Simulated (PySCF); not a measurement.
Structure with atom numbers: `[CH2:1]=[CH:2][CH2:3][CH2:4][O:5][SiH3:6]`. Each H is labelled by its parent atom. Ha(C1) is cis to C3; Hb(C1) is trans to C3.

Geometry: PBE0-D3(BJ)/def2-SVP; GIAO shifts from PySCF 2.14, gas phase, non-relativistic, averaged over equivalent atoms.

At PBE0/pcSseg-1 (159 basis functions, 16 s wall time on 1 thread of an Arm Neoverse V2, shared host):
| atoms | δ (ppm) |
| --- | --- |
| C2 | 146.4 |
| C1 | 122.7 |
| C4 | 68.7 |
| C3 | 41.1 |
| O5 | 18.4 |
| Si6 | -30.3 |
| H(C2) | 6.48 |
| Ha(C1) | 5.33 |
| Hb(C1) | 5.32 |
| H(Si6) | 4.80 |
| H(C4) | 3.58 |
| H(C3) | 2.20 |

References, each an isolated molecule treated in the same way: ¹³C (σref 184.41) and ²⁹Si (σref 351.99) and ¹H (σref 31.27) vs TMS; ¹⁷O (σref 334.56) against H2O.

Estimate the result of repeating the calculation with CAM-B3LYP/pcSseg-2.

## Answers


```json
{"atoms": "C2", "δ at CAM-B3LYP/pcSseg-2": "154.4", "change": "+8.0"}
{"atoms": "C1", "δ at CAM-B3LYP/pcSseg-2": "126.2", "change": "+3.5"}
{"atoms": "C4", "δ at CAM-B3LYP/pcSseg-2": "71.0", "change": "+2.3"}
{"atoms": "C3", "δ at CAM-B3LYP/pcSseg-2": "42.8", "change": "+1.7"}
{"atoms": "O5", "δ at CAM-B3LYP/pcSseg-2": "20.5", "change": "+2.1"}
{"atoms": "Si6", "δ at CAM-B3LYP/pcSseg-2": "-37.3", "change": "-7.0"}
{"atoms": "H(C2)", "δ at CAM-B3LYP/pcSseg-2": "6.61", "change": "+0.13"}
{"atoms": "Ha(C1)", "δ at CAM-B3LYP/pcSseg-2": "5.32", "change": "-0.01"}
{"atoms": "Hb(C1)", "δ at CAM-B3LYP/pcSseg-2": "5.27", "change": "-0.05"}
{"atoms": "H(Si6)", "δ at CAM-B3LYP/pcSseg-2": "4.83", "change": "+0.03"}
{"atoms": "H(C4)", "δ at CAM-B3LYP/pcSseg-2": "3.58", "change": "+0.00"}
{"atoms": "H(C3)", "δ at CAM-B3LYP/pcSseg-2": "2.28", "change": "+0.08"}
```

Shifts are taken against calculated references (same method and geometry level): ¹³C (σ = 182.55 ppm) and ²⁹Si (σ = 328.96 ppm) and ¹H (σ = 31.34 ppm) against TMS; H2O for ¹⁷O (σ = 329.76 ppm).

The largest change is at C2 (alkene CH). Cost: 363 basis functions, 94 s wall time on 1 thread of an Arm Neoverse V2, shared host. The order of the carbon signals is the same at both levels.

Experimental scales use liquid or dissolved standards, which lie at an offset from isolated H2O (liquid H2O: subtract about 36 ppm).
